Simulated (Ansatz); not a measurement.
Geometry optimisation, Ansatz 0.2.0, RKS PBE-D4/def2-SVP.

Input file:

```yaml
crystal:
  periodic: [false, false, false]
  atoms:
    - { symbol: "N", position_ang: [0.7595, 0.976, 0.3043] }
    - { symbol: C, position_ang: [0.1748, -0.2504, 0.2815] }
    - { symbol: I, position_ang: [0.5773, -1.3571, 1.9605] }
    - { symbol: C, position_ang: [-0.5041, -0.7704, -0.6884] }
    - { symbol: Cl, position_ang: [-1.024, 0.0491, -2.1334] }
    - { symbol: H, position_ang: [0.7968, 1.4075, 1.2334] }
    - { symbol: H, position_ang: [0.26, 1.6542, -0.3433] }
    - { symbol: H, position_ang: [-0.9481, -1.7659, -0.6704] }
basis:
  gaussian: { orbitals: def2-SVP }
hamiltonian:
  xc: pbe
  dispersion: d4
relax:
  f_tol: 0.015
  max_steps: 40
```

Launched with:

```bash
$ ansatz run input.yaml --threads 2 --pin off --max-ram 3072MiB --backend cpu --events-out ev --progress --plain --runs-dir out
```

Q: Where does it end, and by what steps?

A: It converged. After 7 steps the energy has fallen by 0.303 eV; H7 moved furthest, 0.20 Å.

| step | energy less start (eV) | largest force component (eV/Å) | accepted |
| --- | --- | --- | --- |
| 0 | 0.0000 | 2.778 | yes |
| 1 | -0.2622 | 0.974 | yes |
| 2 | -0.2905 | 0.267 | yes |
| 3 | -0.2997 | 0.176 | yes |
| 4 | -0.3017 | 0.103 | yes |
| 5 | -0.3028 | 0.039 | yes |
| 6 | -0.3030 | 0.018 | yes |
| 7 | -0.3030 | 0.005 | yes |

```xyz
8
Properties=species:S:1:pos:R:3
N 0.714 1.015 0.325
C 0.147 -0.238 0.315
I 0.621 -1.449 1.999
C -0.582 -0.800 -0.681
Cl -1.033 0.160 -2.073
H 0.723 1.503 1.223
H 0.408 1.599 -0.462
H -0.906 -1.846 -0.702
```

Time of the run: 18 s on 2 threads of Arm Neoverse V2 (shared host), peak memory 0.15 GiB.
